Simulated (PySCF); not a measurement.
SMILES C=C[SiH](C=C)C=C (GFN2-xTB optimised geometry):

```
17

Si    -0.713    -1.298     0.000
C      1.177    -1.298     0.000
C      1.937    -1.789    -0.965
C     -1.321    -2.208     1.541
C     -1.421    -1.670     2.747
C     -1.291     0.502     0.000
C     -2.376     0.951     0.611
H     -1.223    -1.988    -1.198
H      1.667    -0.860     0.863
H      1.509    -2.239    -1.847
H      3.016    -1.768    -0.928
H     -1.588    -3.252     1.425
H     -1.171    -0.636     2.928
H     -1.760    -2.227     3.608
H     -0.688     1.211    -0.557
H     -2.677     1.988     0.578
H     -3.016     0.295     1.179
```

Method: B3LYP/def2-SVP run with PySCF.

### Question
What are the frontier orbital energies and the dipole moment?

### Answer
HOMO-2 -7.75 eV, HOMO-1 -7.42 eV, HOMO -7.35 eV, LUMO -0.66 eV, LUMO+1 -0.29 eV; dipole moment 0.47 D.

On the same geometry PBE/def2-SVP run with PySCF gives HOMO-2 -6.83 eV, HOMO-1 -6.52 eV, HOMO -6.46 eV, LUMO -1.48 eV, LUMO+1 -1.13 eV; dipole moment 0.49 D.

Meta-Löwdin charges at B3LYP/def2-SVP: Si1 0.75, C2 -0.32, C3 -0.19, C4 -0.32, C5 -0.19, C6 -0.33, C7 -0.19, H8 -0.12, H9 0.10, H10 0.10, H11 0.10, H12 0.10, H13 0.10, H14 0.10, H15 0.10, H16 0.10, H17 0.10.
